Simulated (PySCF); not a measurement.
Two species compared at the same levels of theory.

First species: C₄H₁₆N₂Si₂.
InChI=1S/C4H16N2Si2/c1-4(2,3)6-8-7-5/h6H,5,7-8H2,1-3H3

Second species: C₇H₇F₃S.
Z-matrix (Å and degrees, GFN2-xTB geometry), rows numbered from 1:
```
F 
C   1  1.3274
F   2  1.3237  1  110.68
C   2  1.3289  1  123.28  3  -179.98
F   4  1.3484  2  118.68  1   179.98
C   4  1.4726  2  125.88  1    -0.05
C   6  1.5385  4  128.04  2     2.08
C   7  1.5430  6   73.68  4   179.96
S   8  1.7965  7  127.37  6   178.56
C   8  1.5359  7   87.97  6    44.09
C   8  1.5414  7   88.00  6   -43.88
H   7  1.0872  6  116.79  4    67.64
H   7  1.0864  6  116.95  4   -67.55
H   9  1.3313  8   94.70  7    60.12
H  10  1.0865  6  116.89  4   -66.28
H  10  1.0869  6  116.54  4    69.18
H  11  1.0862  6  116.81  4    66.20
H  11  1.0874  6  116.50  4   -69.11
```

Levels: PBE0/pcSseg-1 for dipole moment, HOMO energy, LUMO energy and HOMO–LUMO gap; GFN2-xTB for rotational constant A and rotational constant C. Geometries: GFN2-xTB. Each species is one conformer at its optimised geometry, gas phase, non-relativistic unless stated. Electronic properties by PySCF.

Dipoles, sizes and rotational constants follow the conformer. The torsions of the flexible species, by atom-mapped SMILES:
- `[CH3:1][C:2]([CH3:3])([CH3:4])[NH:5][SiH2:6][SiH2:7][NH2:8]`: C1–C2–N5–Si6 -35°, C2–N5–Si6–Si7 -169°, N5–Si6–Si7–N8 -159°, H–N8–Si7–Si6 -46°, H–N8–Si7–Si6 177°
- `[F:1][C:2]([F:3])=[C:4]([F:5])[C@:6]12[CH2:7][C@:8]([SH:9])([CH2:10]1)[CH2:11]2`: C2–C4–C6–C7 2°, H–S9–C8–C7 60°

Problem. Which has the higher rotational constant A?

Solution. The first: 3.201 GHz against 2.410 GHz, a difference of 0.791 GHz.

Problem. Which of the two has the higher LUMO energy, and by how much?

Solution. The second: 0.26 eV against -0.33 eV, a difference of 0.59 eV.

Problem. Which has the higher HOMO–LUMO gap?

Solution. The second: 7.26 eV against 6.23 eV, a difference of 1.03 eV.

Problem. Which of the two has the higher HOMO energy, and by how much?

Solution. The first: -6.56 eV against -7.00 eV, a difference of 0.44 eV.

Problem. Which of the two has the higher dipole moment, and by how much?

Solution. The second: 1.20 D against 0.78 D, a difference of 0.42 D.

Problem. Which of the two has the higher rotational constant C, and by how much?

Solution. The first: 0.552 GHz against 0.429 GHz, a difference of 0.123 GHz.

On the first: A dipole of 0.78 D is allowed in C1, and pure rotational transitions are dipole-allowed. The dipole matches unit charges of opposite sign 0.16 Å apart (1 e·Å = 4.8032 D).

On the second: In atomic units the dipole is 0.47 e·bohr (1 au = 2.5417 D).
